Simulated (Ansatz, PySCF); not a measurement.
**Yb(NH2)3 in two programs**

Yb(NH2)3 (singlet in the valence; each metal's 4f electrons, 13 of them, lie in its core potential, out of spins and levels), relaxed with PySCF 2.14.0, RKS BP86, Yb lcecp-1-SVP with ECP59, N def2-SVP, H def2-SVP; non-relativistic Hamiltonian with scalar-relativistic core potentials where named; density fitting; no spin-orbit coupling:

```xyz
10

Yb   -0.0039    0.0105   -0.0376
N     2.1262    0.0040   -0.2354
H     2.7696    0.8092   -0.2423
H     2.7325   -0.8249   -0.3235
N    -1.0634    1.8539    0.2163
H    -2.0776    1.9758    0.3564
H    -0.6745    2.8082    0.2417
N    -1.0638   -1.8483   -0.0032
H    -2.0780   -1.9921    0.1112
H    -0.6671   -2.7961   -0.0835
```

There the HOMO–LUMO gap is 3.06 eV. The 4f levels lie in the core potential and are missing.

The same geometry by Ansatz 0.2.0 (PBE, PAW with the 4f shell of lanthanides and the 5f shell of actinides in the valence, a periodic box with 9 Å of vacuum; gaps over both spins; site moments in spheres, but by Gaussian weights under spin-orbit coupling, so that the two can't be compared; unpaired electrons at the start: 1, along z under spin-orbit coupling; the open shells may stand above their lowest state):

```tsv
spin-orbit coupling	U on f (eV)	gap (eV)	spin moment on Yb1 (μB)	orbital moment of its f shell (μB)	largest force component (eV/Å)
without	0	0.10	0.65	–	0.71
```

(1) What does the run without spin-orbit coupling and with U = 5 eV give?

Semilocal functionals tend to give orbital moments well under those of Hund's rules.

Without U the plane-wave gap ends on 4f levels, which the Gaussian run lacks; U moves filled and empty 4f levels apart, though the lowest empty ones can remain 4f.

The spin-orbit runs use fully relativistic datasets of their own, so changes of a few hundredths of an eV needn't come from the coupling.

An lcecp potential fixes the number of 4f electrons, so in runs with it no electron can move into or out of that shell.

## Answers

(1) gap (eV): 0.60, spin moment on Yb1 (μB): 0.86, largest force component (eV/Å): 0.39. It took 2.3 min on 2 threads of Arm Neoverse V1, on a shared host, peak memory 1.4 GiB.
